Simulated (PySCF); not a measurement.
NbOBr, SMILES [O]=[Nb][Br] (connectivity only; charge and spin as stated), neutral, multiplicity 3.

The structure is a stationary point at PBE-D3(BJ)/def2-TZVP. The spin state was assumed, not searched. The def2 effective core potentials stand for the cores of Nb; spin–orbit coupling is left out.

Method: PBE-D3(BJ)/def2-TZVP (PySCF).

Frequencies are harmonic and unscaled.

| mode | ν (cm⁻¹) | IR (km/mol) | moving atoms (share of kinetic energy) |
|---|---|---|---|
| 1 | 151 | 3.1 | O 73 %, Br 15 %, Nb 12 % |
| 2 | 282 | 38.0 | Br 49 %, Nb 49 % |
| 3 | 992 | 147.3 | O 85 %, Nb 15 % |
